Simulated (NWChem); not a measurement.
System: CdHSF; SMILES [Cd]([F])[SH]

Output (shortened):

```
             Northwest Computational Chemistry Package (NWChem) 7.3.0
             --------------------------------------------------------

 CS  symmetry detected

                             Geometry "geometry" -> ""
                             -------------------------

 Output coordinates in angstroms (scale by  1.889725989 to convert to a.u.)

  No.       Tag          Charge          X              Y              Z
 ---- ---------------- ---------- -------------- -------------- --------------
    1 Cd                  48.0000    -0.01093528     0.30129959     0.00000000
    2 F                    9.0000    -0.00155690     2.24737871     0.00000000
    3 S                   16.0000    -0.04843740    -2.03590849     0.00000000
    4 H                    1.0000     1.31390385    -2.11425282     0.00000000

 Effective nuclear repulsion energy (a.u.)     325.5909127666

      Symmetry information
      --------------------

 Group name             Cs
 Group number              2
 Group order               2
 No. of unique centers     4

 Summary of "ao basis" -> "ao basis" (spherical)
 ------------------------------------------------------------------------------
       Tag                 Description            Shells   Functions and Types
 ---------------- ------------------------------  ------  ---------------------
 Cd                         def2-svp                11       31   5s3p2d1f
 F                          def2-svp                 6       14   3s2p1d
 S                          def2-svp                 8       18   4s3p1d
 H                          def2-svp                 3        5   2s1p

      Symmetry analysis of basis
      --------------------------

        a'         48
        a"         20

            General Information
            -------------------
          SCF calculation type: DFT
          Wavefunction type:  closed shell.
          No. of atoms     :     4
          No. of electrons :    46
           Alpha electrons :    23
            Beta electrons :    23
          Charge           :     0
          Spin multiplicity:     1
          Use of symmetry is: on ; symmetry adaption is: on
          Maximum number of iterations: 150
          AO basis - number of functions:    68
                     number of shells:    28
          Convergence on energy requested:  1.00D-06
          Convergence on density requested:  1.00D-05
          Convergence on gradient requested:  5.00D-04

              XC Information
              --------------
          PerdewBurkeErnzerhof Exchange Functional  1.000
            Perdew 1991 LDA Correlation Functional  1.000 local
           PerdewBurkeErnz. Correlation Functional  1.000 non-local

             Grid Information
             ----------------
          Grid used for XC integration:  medium
          Radial quadrature: Mura-Knowles
          Angular quadrature: Lebedev.
          Tag              B.-S. Rad. Rad. Pts. Rad. Cut. Ang. Pts.
          ---              ---------- --------- --------- ---------
          Cd                  1.55      123           9.0       590
          F                   0.50       49          11.0       434
          S                   1.00       88          10.0       590
          H                   0.35       45          10.0       434
          Grid pruning is: on
          Number of quadrature shells:   305
          Spatial weights used:  Erf1

      Superposition of Atomic Density Guess
      -------------------------------------

 Sum of atomic energies:        -689.11279485

      Non-variational initial energy
      ------------------------------

 Total energy =    -664.127289
 1-e energy   =   -1286.141382
 2-e energy   =     471.744868
 HOMO         =      -0.311108
 LUMO         =      -0.074601

      Symmetry analysis of molecular orbitals - initial
      -------------------------------------------------

  Numbering of irreducible representations:

     1 a'          2 a"

  Orbital symmetries:

     1 a'          2 a'          3 a'          4 a'          5 a'
     6 a"          7 a'          8 a'          9 a'         10 a"
    11 a'         12 a'         13 a'         14 a'         15 a"
    16 a'         17 a"         18 a'         19 a"         20 a'
    21 a'         22 a'         23 a"         24 a'         25 a'
    26 a"         27 a'         28 a'         29 a'         30 a'
    31 a"         32 a'         33 a'

     ---------------------------------------------
      Total Density - Mulliken Population Analysis
     ---------------------------------------------

    Atom       Charge   Shell Charges
 -----------   ------   -------------------------------------------------------
    1 Cd  20    18.91  -0.37  1.62  0.74  0.51  0.23  5.95  0.16  0.08  9.12  0.86  0.00
    2 F    9     9.81   1.99  1.16  0.82  3.59  2.25  0.00
    3 S   16    16.49   2.00  1.99  1.21  0.64  5.94  1.78  2.91  0.02
    4 H    1     0.79   0.57  0.19  0.03

   convergence    iter        energy       DeltaE   RMS-Dens  Diis-err
 ---------------- ----- ----------------- --------- --------- ---------
 d= 0,ls=0.0,diis     1   -665.8178943856 -8.16D+02  5.21D-02  8.66D-01
 d= 0,ls=0.0,diis     2   -662.2542727101  3.56D+00  3.89D-02  3.45D+01
 d= 0,ls=0.0,diis     3   -665.9019586240 -3.65D+00  9.66D-03  2.67D-01
 d= 0,ls=0.0,diis     4   -665.9186991101 -1.67D-02  4.76D-03  1.02D-01
 d= 0,ls=0.0,diis     5   -665.9353456420 -1.66D-02  7.70D-04  1.78D-03
  Resetting Diis
 d= 0,ls=0.0,diis     6   -665.9355284313 -1.83D-04  2.60D-04  5.16D-04
 d= 0,ls=0.0,diis     7   -665.9355780135 -4.96D-05  2.17D-04  3.54D-05
 d= 0,ls=0.0,diis     8   -665.9355597421  1.83D-05  1.43D-04  2.06D-04
 d= 0,ls=0.0,diis     9   -665.9355821748 -2.24D-05  3.22D-05  7.03D-06
 d= 0,ls=0.0,diis    10   -665.9355828477 -6.73D-07  8.16D-06  5.42D-07

         Total DFT energy =     -665.935582847704
      One electron energy =    -1286.682154354891
           Coulomb energy =      522.163601684026
    Exchange-Corr. energy =      -51.686254958443
 Nuclear repulsion energy =      150.269224781604

 Numeric. integr. density =       45.999985250974

                  Occupations of the irreducible representations
                  ----------------------------------------------

                     irrep           alpha         beta
                     --------     --------     --------
                     a'               17.0         17.0
                     a"                6.0          6.0

                       DFT Final Molecular Orbital Analysis
                       ------------------------------------

 Vector   21  Occ=2.000000D+00  E=-2.772373D-01  Symmetry=a"
              MO Center= -2.7D-03,  2.0D+00, -8.2D-15, r^2= 1.3D+00
   Bfn.  Coefficient  Atom+Function         Bfn.  Coefficient  Atom+Function
  ----- ------------  ---------------      ----- ------------  ---------------
    37      0.632672  2 F  pz                40     -0.449757  2 F  pz
    16      0.149413  1 Cd d -1              14     -0.112247  1 Cd pz
    58     -0.094579  3 S  pz                11     -0.086782  1 Cd pz
    55     -0.073007  3 S  pz                 8      0.069355  1 Cd pz
    52     -0.041956  3 S  pz

 Vector   22  Occ=2.000000D+00  E=-2.756799D-01  Symmetry=a'
              MO Center= -2.0D-02,  2.0D+00, -7.4D-16, r^2= 1.3D+00
   Bfn.  Coefficient  Atom+Function         Bfn.  Coefficient  Atom+Function
  ----- ------------  ---------------      ----- ------------  ---------------
    35      0.633978  2 F  px                38     -0.450475  2 F  px
    15      0.186173  1 Cd d -2              12     -0.098493  1 Cd px
    57      0.077122  3 S  py                49     -0.072042  3 S  s
     9     -0.070690  1 Cd px                65      0.059349  4 H  s
    54      0.057812  3 S  py                 6      0.055792  1 Cd px

 Vector   23  Occ=2.000000D+00  E=-2.274552D-01  Symmetry=a"
              MO Center= -2.2D-02, -1.8D+00, -2.6D-17, r^2= 2.2D+00
   Bfn.  Coefficient  Atom+Function         Bfn.  Coefficient  Atom+Function
  ----- ------------  ---------------      ----- ------------  ---------------
    58      0.625206  3 S  pz                55      0.437790  3 S  pz
    52      0.250888  3 S  pz                16      0.161978  1 Cd d -1
    37      0.134143  2 F  pz                40     -0.097057  2 F  pz
    14      0.085586  1 Cd pz                11      0.060112  1 Cd pz
     8     -0.053479  1 Cd pz

 Vector   24  Occ=0.000000D+00  E=-9.512016D-02  Symmetry=a'
              MO Center=  5.9D-02,  2.1D-02,  3.4D-16, r^2= 4.6D+00
   Bfn.  Coefficient  Atom+Function         Bfn.  Coefficient  Atom+Function
  ----- ------------  ---------------      ----- ------------  ---------------
     5      0.656355  1 Cd s                  4      0.497522  1 Cd s
    57     -0.470478  3 S  py                 2     -0.311631  1 Cd s
    36     -0.266612  2 F  py                19     -0.261505  1 Cd d  2
    54     -0.257644  3 S  py                49     -0.244042  3 S  s
    39      0.204941  2 F  py                34     -0.181312  2 F  s

 Vector   25  Occ=0.000000D+00  E=-4.338194D-02  Symmetry=a'
              MO Center= -1.2D-01,  2.7D-01, -1.0D-15, r^2= 5.4D+00
   Bfn.  Coefficient  Atom+Function         Bfn.  Coefficient  Atom+Function
  ----- ------------  ---------------      ----- ------------  ---------------
    12      0.814823  1 Cd px                 9      0.349291  1 Cd px
    65     -0.279682  4 H  s                  6     -0.260433  1 Cd px
    49      0.198844  3 S  s                 35      0.165643  2 F  px
    64     -0.153835  4 H  s                 38     -0.138987  2 F  px
    48      0.070469  3 S  s                 59      0.053897  3 S  d -2

 Vector   26  Occ=0.000000D+00  E=-3.098600D-02  Symmetry=a"
              MO Center= -8.2D-03,  2.5D-01,  3.4D-15, r^2= 5.5D+00
   Bfn.  Coefficient  Atom+Function         Bfn.  Coefficient  Atom+Function
  ----- ------------  ---------------      ----- ------------  ---------------
    14      0.823913  1 Cd pz                11      0.339261  1 Cd pz
    58     -0.287085  3 S  pz                 8     -0.252840  1 Cd pz
    37      0.160552  2 F  pz                55     -0.148905  3 S  pz
    40     -0.136440  2 F  pz                52     -0.082554  3 S  pz
    60      0.041396  3 S  d -1              21     -0.029551  1 Cd d -1

     ---------------------------------------------
      Total Density - Mulliken Population Analysis
     ---------------------------------------------

    Atom       Charge   Shell Charges
 -----------   ------   -------------------------------------------------------
    1 Cd  20    19.47  -0.39  1.71  0.68  0.82  0.12  5.98  0.32  0.22  9.00  1.01  0.00
    2 F    9     9.39   1.99  1.12  0.84  3.29  2.15  0.00
    3 S   16    16.23   2.00  1.98  1.27  0.61  5.92  1.79  2.62  0.04
    4 H    1     0.91   0.70  0.18  0.03

     -------------------------------------------
      Total Density - Lowdin Population Analysis
     -------------------------------------------

    Atom       Charge   Shell Charges
 -----------   ------   -------------------------------------------------------
    1 Cd  20    19.72   0.01  1.02  0.93  0.63  0.30  5.64  0.70  0.38  8.63  1.48  0.00
    2 F    9     9.30   1.98  1.04  0.82  3.19  2.27  0.00
    3 S   16    15.99   2.00  1.95  1.00  0.68  5.81  1.87  2.64  0.04
    4 H    1     0.99   0.61  0.31  0.08

     Multipole analysis of the density
     ---------------------------------

     L   x y z        total         alpha         beta         nuclear
     -   - - -        -----         -----         ----         -------
     0   0 0 0     -0.000000    -23.000000    -23.000000     46.000000

     1   1 0 0      0.327886     -0.125362     -0.125362      0.578611
     1   0 1 0     -0.518212      7.712125      7.712125    -15.942463
     1   0 0 1     -0.000000     -0.000000     -0.000000      0.000000

     2   2 0 0    -26.080334    -16.193945    -16.193945      6.307555
     2   1 1 0     -1.758269      1.437567      1.437567     -4.633404
     2   1 0 1     -0.000000     -0.000000     -0.000000      0.000000
     2   0 2 0    -36.731226   -229.167089   -229.167089    421.602951
     2   0 1 1      0.000000      0.000000      0.000000      0.000000
     2   0 0 2    -28.803530    -14.401765    -14.401765      0.000000
```

Level: PBE/def2-SVP with def2 effective core potentials on Cd. Structure relaxed at the PBE-D3(BJ)/def2-SVP level. def2 effective core potentials on Cd; no spin-orbit coupling.

**Question.** Write an input that gives this output.

**Answer.** One answer among several that fit: the input that was run:
```
start job
memory heap 200 mb stack 900 mb global 1100 mb
geometry units angstroms noautoz
  Cd    -0.495716     0.084762     0.000000
  F     -0.642199     2.025343     0.000000
  S     -0.345947    -2.247944     0.000000
  H      1.018293    -2.216948     0.000000
end
basis spherical
  * library def2-svp
end
ecp
  Cd library def2-ecp
end
dft
  xc xpbe96 cpbe96
  iterations 150
  mulliken
end
task dft energy
```
